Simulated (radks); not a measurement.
Question: The lutetium ion Lu7+ is in [Xe] 4f10. All-electron calculation, scalar-relativistic Kohn-Sham, BLYP, spin-polarised, spherical densities, finite nucleus; Fermi nuclear charge, rms radius of each element as measured or else 0.836 A^(1/3) + 0.57 fm. Program: a radial shooting solver on a logarithmic mesh with Libxc functionals. Open shells are filled with parallel spins first. One electron is removed from 5s, 4d, 5p, 4f in turn, with full relaxation. Which removal costs least, and what does each cost?

Answer: 5p 139.56 eV; 4f 146.28 eV; 5s 175.43 eV; 4d 333.29 eV. The 5p electron leaves first.
